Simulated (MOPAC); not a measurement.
A run for MOPAC: PM3 on BH4P (SMILES BP), a point of a torsion scan.

```
PM3 1SCF PRECISE CHARGE=0 THREADS=1
BH4P

B     -0.85634179 1    -0.02012758 1    -0.11789146 1
P      0.98731198 1     0.32703404 1    -0.18081335 1
H     -1.59291265 1     0.78883895 1    -0.52939342 1
H     -1.27538930 1    -0.88110021 1     0.55183446 1
H      1.24484616 1    -0.19387622 1    -1.43410408 1
H      1.45855752 1    -0.81568595 1     0.44742617 1
```

Program output:

```
*******************************************************************************
 **                                                                           **
 **                              MOPAC v23.2.5                                **
 **                                                                           **
 *******************************************************************************
 ** MOPAC's Digital Object Identifier: https://doi.org/10.5281/zenodo.6511958 **
 **                                                                           **
 ** Please cite the open-source release paper for use of this MOPAC version:  **
 ** J. E. Moussa and J. J. P. Stewart (2026)                                  **
 ** MOPAC: An open-source semiempirical molecular orbital program             **
 ** J. Open Source Softw., 11(119), 8025, https://doi.org/10.21105/joss.08025 **
 *******************************************************************************

                              PM3 CALCULATION RESULTS

 *******************************************************************************
 *  PM3        - The PM3 Hamiltonian to be used
 *
 *
 *
 *                 CHARGE ON SYSTEM = 0
 *
 *
 *
 *  PRECISE    - TIGHTER CRITERIA TO BE USED
 *  1SCF       - DO 1 SCF AND THEN STOP
 *  THREADS=1  - MULTI-THREADING NOT USED
 *  T=         - A TIME OF 172800.0 SECONDS REQUESTED
 *  DUMP=N     - RESTART FILE WRITTEN EVERY 7200.0 SECONDS REQUESTED
 *******************************************************************************
PM3 1SCF PRECISE CHARGE=0 THREADS=1
 BH4P

   ATOM   CHEMICAL          X               Y               Z
  NUMBER   SYMBOL      (ANGSTROMS)     (ANGSTROMS)     (ANGSTROMS)

     1       B         -0.85634179  *  -0.02012758  *  -0.11789146  *
     2       P          0.98731198  *   0.32703404  *  -0.18081335  *
     3       H         -1.59291265  *   0.78883895  *  -0.52939342  *
     4       H         -1.27538930  *  -0.88110021  *   0.55183446  *
     5       H          1.24484616  *  -0.19387622  *  -1.43410408  *
     6       H          1.45855752  *  -0.81568595  *   0.44742617  *



          CARTESIAN COORDINATES

    NO.       ATOM           X           Y           Z

     1         B         -0.8563     -0.0201     -0.1179
     2         P          0.9873      0.3270     -0.1808
     3         H         -1.5929      0.7888     -0.5294
     4         H         -1.2754     -0.8811      0.5518
     5         H          1.2448     -0.1939     -1.4341
     6         H          1.4586     -0.8157      0.4474

  H: (PM3): J. J. P. STEWART, J. COMP. CHEM. 10, 209 (1989).
  B: (PM3): J. J. P. STEWART, J. MOL. MOD., 10, 155-164 (2004)
  P: (PM3): J. J. P. STEWART, J. COMP. CHEM. 10, 209 (1989).

           Empirical Formula: H4 B P  =     6 atoms



      MOLECULAR POINT GROUP   :   C1


      RHF CALCULATION, NO. OF DOUBLY OCCUPIED LEVELS = 6


 -------------------------------------------------------------------------------
 PM3 1SCF PRECISE CHARGE=0 THREADS=1
 BH4P



     1SCF WAS SPECIFIED, SO BFGS WAS NOT USED
     SCF FIELD WAS ACHIEVED


                              PM3 CALCULATION
                                                       MOPAC v23.2.5 Linux




          FINAL HEAT OF FORMATION =         32.69389 KCAL/MOL =     136.79124 KJ/MOL


          COSMO AREA              =         84.69 SQUARE ANGSTROMS
          COSMO VOLUME            =         67.35 CUBIC ANGSTROMS

          IONIZATION POTENTIAL    =          9.000866 EV
          HOMO LUMO ENERGIES (EV) =         -9.001  0.011
          NO. OF FILLED LEVELS    =          6
          MOLECULAR WEIGHT        =         45.8154         POINT GROUP:  C1

          MOLECULAR DIMENSIONS (Angstroms)

            Atom       Atom       Distance
            H     6    H     3     3.58332
            H     5    H     4     3.01420
            H     5    P     2     1.06359


          SCF CALCULATIONS        =          1





   ATOM   CHEMICAL          X               Y               Z
  NUMBER   SYMBOL      (ANGSTROMS)     (ANGSTROMS)     (ANGSTROMS)

     1       B         -0.85634179  *  -0.02012758  *  -0.11789146  *
     2       P          0.98731198  *   0.32703404  *  -0.18081335  *
     3       H         -1.59291265  *   0.78883895  *  -0.52939342  *
     4       H         -1.27538930  *  -0.88110021  *   0.55183446  *
     5       H          1.24484616  *  -0.19387622  *  -1.43410408  *
     6       H          1.45855752  *  -0.81568595  *   0.44742617  *

                             CARTESIAN COORDINATES

   1    B       -0.856341790    -0.020127580    -0.117891460
   2    P        0.987311980     0.327034040    -0.180813350
   3    H       -1.592912650     0.788838950    -0.529393420
   4    H       -1.275389300    -0.881100210     0.551834460
   5    H        1.244846160    -0.193876220    -1.434104080
   6    H        1.458557520    -0.815685950     0.447426170


           Empirical Formula: H4 B P  =     6 atoms



      MOLECULAR POINT GROUP   :   C1


                  EIGENVALUES
 -27.42991 -20.22098 -14.18427 -12.15138 -11.54991  -9.00087   0.01130   1.40139
   1.51404   1.76783   4.47348   4.73882


              NET ATOMIC CHARGES AND DIPOLE CONTRIBUTIONS

  ATOM NO.   TYPE          CHARGE      No. of ELECS.   s-Pop       p-Pop
    1          B          -0.273347        3.2733     1.12915     2.14420
    2          P           0.465921        4.5341     1.63925     2.89483
    3          H           0.027090        0.9729     0.97291
    4          H           0.012515        0.9875     0.98749
    5          H          -0.090122        1.0901     1.09012
    6          H          -0.142057        1.1421     1.14206
 DIPOLE           X         Y         Z       TOTAL
 POINT-CHG.     1.516     1.448     0.030     2.097
 HYBRID        -0.969    -2.184    -0.619     2.468
 SUM            0.547    -0.736    -0.590     1.090


          ATOMIC ORBITAL ELECTRON POPULATIONS

     Atom    s        px        py        pz
    1  B   1.12915   0.98939   0.71767   0.43714
    2  P   1.63925   0.90772   1.13981   0.84730
    3  H   0.97291
    4  H   0.98749
    5  H   1.09012
    6  H   1.14206

 **********************
 *                    *
 * JOB ENDED NORMALLY *
 *                    *
 **********************




 == MOPAC DONE ==
```

The run finished.

Cost: roughly 0.020 core-seconds.
